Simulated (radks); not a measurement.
Species: the hafnium ion Hf+. Configuration: [Xe] 4f14 5d1 6s2. All-electron calculation, scalar-relativistic Kohn-Sham, AM05, spin-unpolarised, spherical densities, finite nucleus; Fermi nuclear charge, rms radius 5.347 fm. Program: a radial shooting solver on a logarithmic mesh with Libxc functionals.

Unscreened Slater integrals over Kohn-Sham orbitals (cm^-1).

| integral | value |
|---|---|
| F0(5d,5d) | 92360 |
| F2(5d,5d) | 46544 |
| F4(5d,5d) | 30169 |
| F0(5d,6s) | 72399 |
| G2(5d,6s) | 23109 |
| F0(5d,4f) | 121560 |
| F2(5d,4f) | 26454 |
| F4(5d,4f) | 12339 |
| G1(5d,4f) | 11522 |
| G3(5d,4f) | 9330.3 |
| G5(5d,4f) | 7096.3 |
| F0(5d,5p) | 110850 |
| F2(5d,5p) | 50634 |
| G1(5d,5p) | 58009 |
| G3(5d,5p) | 35422 |
| F0(6s,6s) | 63661 |
| F0(6s,4f) | 83215 |
| G3(6s,4f) | 2710.9 |
| F0(6s,5p) | 78911 |
| G1(6s,5p) | 6307.7 |
| F0(4f,4f) | 302710 |
| F2(4f,4f) | 143350 |
| F4(4f,4f) | 89841 |
| F6(4f,4f) | 64606 |
| F0(4f,5p) | 180470 |
| F2(4f,5p) | 58878 |
| G2(4f,5p) | 28618 |
| G4(4f,5p) | 22387 |
| F0(5p,5p) | 148420 |
| F2(5p,5p) | 79769 |

Derived for the open shells (J is the average intra-shell exchange parameter used in DFT+U). 5d: Racah B = F2/49 - 5 F4/441 = 607.8 cm^-1, C = 35 F4/441 = 2394 cm^-1, C/B = 3.94, F4/F2 = 0.648, J = (F2 + F4)/14 = 5480 cm^-1.
